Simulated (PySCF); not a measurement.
Shifts of the heteroatoms

Mapped SMILES: `[O:1]=[C:2]1[O:3][CH2:4][Si@H:5]1[SiH:6]1[CH2:7][CH2:8]1`. Each H is labelled by its parent atom. Ha(C7), Ha(C8) are cis to Si5 on the ring; Ha(C4) is cis to Si6 on the ring; Hb(C7), Hb(C8) are trans to Si5 on the ring; Hb(C4) is trans to Si6 on the ring.

One conformer, no solvent model, relativity neglected. NMR shieldings at PBE0/pcSseg-1/GIAO; geometry from GFN2-xTB; PySCF 2.14.

Q: Where does 29Si resonate?

A: 
```csv
atoms,environment,σ (ppm),δ (ppm)
Si5,"silicon bonded to 2 C, Si, H, in a 4-membered ring",348.3,-6.3
Si6,"silicon bonded to 2 C, Si, H, in a 3-membered ring",526.8,-153.1
```

Shieldings were converted by a linear fit to measured shifts: 29Si: δ = 279.94 − 0.822σ (rms 8.9 ppm, 72 shifts, 25.8 ppm with the 6 outliers that the fit left out vs TMS, solution or neat liquid). A few per cent of atoms miss by over 2 rms, more outside the fitted compound classes.

On a 500 MHz spectrometer 29Si resonates near 99.3 MHz, so 1 ppm is 99.3 Hz.

Q: What are the 17O shifts?

A: 
```tsv
atoms	environment	σ (ppm)	δ (ppm)
O1	ester carbonyl oxygen	-187.2	437.2
O3	ester alkoxy oxygen	8.5	259.0
```

Shieldings were converted by a linear fit to measured shifts: 17O (scatter 10.7 ppm rms, 12.2 ppm with the 3 outliers that the fit left out vs liquid water, solution or neat liquid). A few per cent of atoms miss by over 2 rms, more outside the fitted compound classes.

On a 500 MHz spectrometer 17O resonates near 67.8 MHz, so 1 ppm is 67.8 Hz.
